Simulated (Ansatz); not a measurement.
Gas-phase electronic energies from Ansatz, PBE0-D4/def2-TZVP geometries. CBS: def2 TZ/QZ extrapolation, frozen cores. Functionals use def2-TZVPP. Triplets are unrestricted, without spin–orbit coupling. One conformer a species, not always the lowest.

Consider the formal loss of a carbene: `CS[Si]O` → `[CH2]` (triplet) + `O[Si]S`.

`CS[Si]O`:

```xyz
8

C     0.081    1.416   -0.626
S     0.227   -0.390   -0.690
Si   -0.323   -0.866    1.329
O    -0.202   -2.511    1.313
H    -0.660    1.740   -1.355
H     1.046    1.861   -0.863
H    -0.229    1.740    0.370
H     0.061   -2.989    0.522
```

`[CH2]` (triplet):

Cartesian coordinates in Å:
```
C -0.118 0.057 -0.243
H 0.305 -0.935 -0.211
H -0.187 0.878 0.454
```

`O[Si]S`:

Z-matrix (Å, degrees):
```
O
Si 1 1.646
H 1 0.960 2 123.1
S 2 2.176 1 104.3 3 -0.0
H 4 1.346 2 99.8 1 -0.0
```

```csv
level,ΔE (eV)
ωB97M-V,4.51
r2SCAN,4.28
MP2/def2-TZVPP,4.53
CCSD/def2-TZVPP,4.23
```

Q: What does CCSD(T)/CBS give? (Best estimate.)

A: Ansatz gave: +4.49 eV. The listed levels differ from it by 0.02, -0.21, 0.04, -0.26 eV.

Largest T1 diagnostic among the species: 0.015.

The D4 term adds +0.11 eV with B3LYP and +0.06 eV with PBE0; it sums over pairs of atoms, weighted by their polarisabilities, and B3LYP, whose exchange is more repulsive, gets the larger term. In def2-TZVPP, CCSD(T) changes the Hartree–Fock value by +1.42 eV (the triples alone add +0.13 eV) and MP2 by +1.59 eV.

B3LYP here is the variant with VWN-RPA as its local correlation; programs differ in this.
